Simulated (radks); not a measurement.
V10+, configuration [Ne] 3s2 3p1. All-electron calculation, Dirac Kohn-Sham, PBE, spin-unpolarised, spherical densities, point nucleus; open shells are shared between the two j in proportion to 2j + 1. Program: a radial shooting solver on a logarithmic mesh with Libxc functionals.

Unscreened Slater integrals over Kohn-Sham orbitals (hartree). Large and small components are both included. Empty in this configuration: 3d3/2.

| integral | value |
|---|---|
| F0(3p3/2,3p3/2) | 1.0811 |
| F2(3p3/2,3p3/2) | 0.55047 |
| F0(3p3/2,3p1/2) | 1.0841 |
| G2(3p3/2,3p1/2) | 0.55155 |
| F0(3p3/2,3s1/2) | 1.0843 |
| G1(3p3/2,3s1/2) | 0.72064 |
| F0(3p3/2,2p3/2) | 1.4429 |
| F2(3p3/2,2p3/2) | 0.32925 |
| G0(3p3/2,2p3/2) | 0.13412 |
| G2(3p3/2,2p3/2) | 0.14203 |
| F0(3p3/2,3d3/2) | 1.1005 |
| F2(3p3/2,3d3/2) | 0.54500 |
| G1(3p3/2,3d3/2) | 0.62982 |
| G3(3p3/2,3d3/2) | 0.40779 |
| F0(3p1/2,3p1/2) | 1.0871 |
| F0(3p1/2,3s1/2) | 1.0872 |
| G1(3p1/2,3s1/2) | 0.72148 |
| F0(3p1/2,2p3/2) | 1.4498 |
| G2(3p1/2,2p3/2) | 0.14167 |
| F0(3p1/2,3d3/2) | 1.1038 |
| G1(3p1/2,3d3/2) | 0.63492 |
| F0(3s1/2,3s1/2) | 1.0889 |
| F0(3s1/2,2p3/2) | 1.4311 |
| G1(3s1/2,2p3/2) | 0.13554 |
| F0(3s1/2,3d3/2) | 1.1054 |
| G2(3s1/2,3d3/2) | 0.49260 |
| F0(2p3/2,2p3/2) | 3.3596 |
| F2(2p3/2,2p3/2) | 1.5815 |
| F0(2p3/2,3d3/2) | 1.4706 |
| F2(2p3/2,3d3/2) | 0.36813 |
| G1(2p3/2,3d3/2) | 0.30539 |
| G3(2p3/2,3d3/2) | 0.17443 |
| F0(3d3/2,3d3/2) | 1.1373 |
| F2(3d3/2,3d3/2) | 0.57971 |
